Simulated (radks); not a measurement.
Task: Valence configurations of Eu III (all share [Xe]). Method: scalar-relativistic Kohn-Sham, PBE, spin-polarised, spherical densities, finite nucleus; open shells are filled with parallel spins first (spin-orbit coupling, left out, can overturn this in heavy ions); Fermi nuclear charge, rms radius 5.1115 fm; computed with a radial shooting solver on a logarithmic mesh with Libxc functionals. Order these by energy: 4f7; 4f6.5 5d0.5; 4f4.5 5d2.5; 4f6.5 6s0.5; 4f5 6p2; 4f5 6s2; 4f6 5d1.

Result: From the lowest, in eV above it: 4f7 0.000; 4f6.5 5d0.5 2.337; 4f6.5 6s0.5 2.461; 4f6 5d1 5.733; 4f5 6s2 21.168; 4f4.5 5d2.5 23.213; 4f5 6p2 30.158. NIST lists [Xe] 4f7 as the ground configuration; this level of theory agrees among the configurations tried. The energies are those of spherical high-spin densities, not of single terms.
